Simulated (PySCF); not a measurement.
Run record: geometry optimisation, `[GeH3][N]1CCC=N1`.

Method: PBE0-D3(BJ)/def2-SVP geometry optimisation, gas phase (PySCF 2.14.0). Start geometry: GFN2-xTB. The input is one job of a driver script: a line of settings, then coordinates in Å.

Input:
```
{"job": {"xc": "PBE0", "basis": "def2-SVP", "d3": "d3bj", "grid": 1, "maxiter": 30, "shake": 0.01, "kind": "geom"}, "charge": 0, "multiplicity": 1}
Ge     2.321230     0.115190    -0.302660
N      0.488130     0.056660    -0.249060
C     -0.399050    -0.775350     0.580610
C     -1.746790    -0.195250     0.334020
C     -1.448820     0.936610    -0.603350
N     -0.212720     1.039330    -0.864990
H      2.809830    -1.237960    -0.629630
H      2.876070     0.540800     1.029010
H      2.597220     1.142110    -1.342940
H     -0.079590    -0.695440     1.648830
H     -0.296610    -1.822070     0.291000
H     -2.443290    -0.913570    -0.136270
H     -2.291020     0.169340     1.239680
H     -2.181760     1.624510    -1.001990
```

Output:
```
step   0  E = -2304.64055356  max force = 0.038841
step   1  E = -2304.64603074  max force = 0.006961
step   2  E = -2304.64649324  max force = 0.002641
step   3  E = -2304.64654437  max force = 0.001147
step   4  E = -2304.64661402  max force = 0.002287
step   5  E = -2304.64672568  max force = 0.004573
step   6  E = -2304.64691987  max force = 0.010345
step   7  E = -2304.64712935  max force = 0.006271
step   8  E = -2304.64730714  max force = 0.001977
step   9  E = -2304.64734051  max force = 0.000466
step  10  E = -2304.64734260  max force = 0.000325
optimisation converged
```

Energies in Eh; «max force» is the largest Cartesian gradient component in Eh/bohr.

Problem. How much energy does the optimisation release, in kcal/mol?

Solution. E(step 0) − E(last step) = 0.006789 Eh, which is 4.3 kcal/mol.

Problem. Give the first gradient maximum in eV/Å.

Solution. With 1 Eh/bohr = 51.422 eV/Å, 1.997 eV/Å.

Summary of the converged run: final energy -2304.64734 Eh after 10 steps; dipole 1.95 D.

Problem. Give the final coordinates.

Solution. 0.313 Å rms from the input after alignment:
```
atom  x, y, z in Å
Ge1    2.3283    0.1127    0.0598
N2     0.4855    0.0163    0.0669
C3    -0.3302   -0.8578    0.9154
C4    -1.7461   -0.3204    0.6720
C5    -1.4206    1.0393    0.1086
N6    -0.1907    1.1607   -0.2253
H7     2.8154   -1.3444    0.1452
H8     2.8621    0.9072    1.2733
H9     2.7512    0.7806   -1.2521
H10   -0.0519   -0.7496    1.9829
H11   -0.2043   -1.9147    0.6386
H12   -2.3002   -0.9186   -0.0749
H13   -2.3598   -0.2898    1.5841
H14   -2.1325    1.8413   -0.0955
```

Problem. Estimate the wall time. Hardware: an Arm Neoverse V2 with one thread, no GPU, shared host with 96 logical CPUs at a one-minute load of 63. And the peak memory of the process?

Solution. About 97 s, with 0.56 GiB resident at the peak, the Python interpreter and its libraries included.
Labels such as C1 count atoms from 1, the log's own numbers from 0.
